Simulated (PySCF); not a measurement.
A calculated (UHF, PySCF 2.14, aug-cc-pVDZ, the non-relativistic Hamiltonian (point nucleus)) atom or ion has these occupied shells.

```csv
shell,electrons,orbital energy (eV),"rms radius, mean of both spins (bohr)"
1s α,1,-140.54,0.482
1s β,1,-139.67,0.482
2s α,1,-18.092,2.50
```

Name the element and its charge.

Be⁺ (beryllium, charge +1), in [He] 2s1, 2S determinant.
